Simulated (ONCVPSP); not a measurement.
**An all-electron radial function and its pseudo partner (Mo (Z = 42))**

Columns: radius, all-electron u(r) and pseudo u(r) of the 4d shell (level -4.59 eV) of molybdenum in the configuration [Ar] 3d10 4s2 4p6 4d5 5s0.5 5p0.5; LDA (Perdew-Wang 92), scalar-relativistic, ONCV scheme, ONCVPSP 4.0.1.

| r (bohr) | all-electron | pseudo |
| --- | --- | --- |
| 0.103 | -0.1324 | 0.0022 |
| 0.205 | -0.3163 | 0.0162 |
| 0.308 | -0.3291 | 0.0510 |
| 0.410 | -0.2073 | 0.1092 |
| 0.513 | -0.0260 | 0.1906 |
| 0.615 | 0.1605 | 0.2886 |
| 0.718 | 0.3292 | 0.3966 |
| 0.820 | 0.4660 | 0.5015 |
| 0.923 | 0.5719 | 0.5940 |
| 1.025 | 0.6470 | 0.6637 |
| 1.128 | 0.6972 | 0.7092 |
| 1.230 | 0.7262 | 0.7330 |
| 1.332 | 0.7391 | 0.7416 |
| 1.435 | 0.7396 | 0.7400 |
| 1.538 | 0.7309 | 0.7309 |
| 1.640 | 0.7156 | 0.7155 |
| 1.743 | 0.6954 | 0.6953 |
| 1.845 | 0.6722 | 0.6721 |
| 1.948 | 0.6467 | 0.6467 |
| 2.050 | 0.6203 | 0.6203 |
| 2.153 | 0.5931 | 0.5930 |
| 2.255 | 0.5661 | 0.5660 |
| 2.358 | 0.5391 | 0.5391 |
| 2.460 | 0.5129 | 0.5129 |
| 2.562 | 0.4874 | 0.4874 |
| 2.665 | 0.4625 | 0.4625 |

Q: How many radial nodes do the two functions have?

A: The all-electron 4d function has n − l − 1 = 1; the pseudo-wave has 0, since the states of the same l below it are removed with the core.

Q: At about which radius was the pseudo-wave matched?

A: 1.60 bohr. The columns agree to 0.0005 from 1.44 bohr on; several derivatives are matched, so the curves merge somewhat inside the radius.

Q: Where does each function peak?

A: Outermost all-electron maximum near 1.44 bohr, pseudo maximum near 1.33 bohr (to the table’s step).

Q: Is the pseudo-wave norm-conserving?

A: Yes: the ONCV scheme keeps the norm inside the radius equal to the all-electron one, which fixes the energy derivative of the logarithmic derivative at the level.
